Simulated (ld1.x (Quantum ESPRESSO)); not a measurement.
Values are calculated unless marked as measured or tabulated.
**Potentials for silicon (Si) compared**

Generated with ld1.x 7.5 (TM, RRKJ, ultrasoft, PAW), atompaw 4.2 or ONCVPSP 4.0.1. The cutoff is in Ry: for ld1.x and atompaw files where the sum of valence levels is converged to 10 mRy in a Bessel basis, for ONCV files where the hardest occupied wave has 1 mHa per electron of residual kinetic energy. The error is the largest all-electron minus pseudo excitation energy over each file’s own four to seven test configurations (ionisations up to +4, promotions, holes and added fractions of an electron), all of which were solved. The labels leave out finer settings (local radius, basis sizes, second energies), which also bear on the numbers. Spin-polarised tests are not counted. The rows are a selection from randomly drawn settings: files with unsolved tests, undetermined cutoffs or missed reference levels are left out.

A true bound ghost makes a file unfit for plane-wave use even where its test errors are small: the radial tests pick states by their node count and pass the ghost by.

```csv
potential,cutoff (Ry),largest error (meV),bound ghosts
"PAW, PBE, scalar-relativistic, rc 1.55/2.20 (sp), local smoothed, core correction yes, reference 3s2 3p1.5",12,-9.1,s
"RRKJ, PBE, fully relativistic, rc 1.50/1.60 (sp), local s, core correction yes, reference 3s2 3p2",25,+45,none
"RRKJ, PBEsol, scalar-relativistic, rc 1.60/1.80/1.90 (spd), local p, core correction no, reference 3s1.75 3p2.25",15,+6.0,none
"TM, revPBE, non-relativistic, rc 2.00/2.40/2.15 (spd), local s, core correction yes, reference 3s1.5 3p2.5",12,+13,none
"TM, LDA (PZ), scalar-relativistic, rc 1.95/1.85/1.70 (spd), local d, core correction no, reference 3s2 3p1.5",15,+41,none
"ultrasoft, PBEsol, scalar-relativistic, rc 1.65/2.15/1.95 (spd), local smoothed, core correction yes, reference 3s2 3p2",12,-11,none
```

Q: Fill in the row for Si: TM, PBE, scalar-relativistic, rc 1.70/1.60/1.60 (spd), local s, core correction yes, reference 3s2 3p2.

A: cutoff 25 Ry, largest error +83 meV, bound ghosts: none.
